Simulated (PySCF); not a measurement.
**Assigning NMR signals**

Structure with atom numbers: `[CH3:1][N:2]([CH3:3])[Si@H:4]1[CH2:5][CH2:6][N:7]1[CH3:8]`. Each H is labelled by its parent atom. Ha(C5), Ha(C6) are cis to N2 on the ring; Hb(C5), Hb(C6) are trans to N2 on the ring.

PySCF calculation with NMR shieldings at PBE0/pcSseg-1/GIAO and geometry from GFN2-xTB; one conformer, in vacuum, non-relativistic Hamiltonian, equivalent nuclei averaged.

Scale: ¹³C (σ = 186.93 ppm) and ¹H (σ = 31.72 ppm) vs TMS (reference shieldings calculated alike).

(1) Assign these signals to the numbered atoms. ¹³C{¹H} NMR (computed): δ 48.8 (CH2), 38.8 (CH3), 35.9 (CH3), 18.0 (CH2).

(2) Assign these signals to the numbered atoms. ¹H NMR (300 MHz, computed): δ 5.24 (m, 1H), 3.16 (m, 1H), 2.94 (m, 1H), 2.72 (s, 6H), 2.62 (s, 3H), 1.47 (m, 1H), 1.13 (m, 1H).

Answers

(1) 
48.8 → C6, sp3 CH2 bonded to N: the inductive effect lowers its shielding
38.8 → C1/C3, methyl carbon bonded to N: the inductive effect lowers its shielding
35.9 → C8, methyl carbon bonded to N
18.0 → C5, sp3 CH2 bonded to Si

(2) 
| δ (ppm) | atoms | environment | reason |
| --- | --- | --- | --- |
| 5.24 | H(Si4) | hydrogen on a silicon bonded to C, 2 N, in a 4-membered ring | – |
| 3.16 | Ha(C6) | hydrogen on an sp3 CH2 bonded to N | its carbon carries N, an electronegative neighbour |
| 2.94 | Hb(C6) | hydrogen on an sp3 CH2 bonded to N | – |
| 2.72 | H(C1)/H(C3) | hydrogen on a methyl carbon bonded to N | its carbon carries N, an electronegative neighbour |
| 2.62 | H(C8) | hydrogen on a methyl carbon bonded to N | – |
| 1.47 | Ha(C5) | hydrogen on an sp3 CH2 bonded to Si | – |
| 1.13 | Hb(C5) | hydrogen on an sp3 CH2 bonded to Si | – |

H(C1)/H(C3) and H(C8) lie closer than the usual error of such a calculation, so a measured spectrum could show them in the other order.

Shifts are as computed. Against solution values, carbons near 30 ppm lie about +3 ppm off and those near 130 ppm about +5 ppm. Of 1309 compounds with measured shifts, 239 miss one by over three times the rms of a fit or turn the order of signals round; such compounds aren't used in these exercises. Multiplicities follow the n + 1 count of equivalent neighbours, as no J values were calculated; m marks all less simple cases, F and P coupling included.
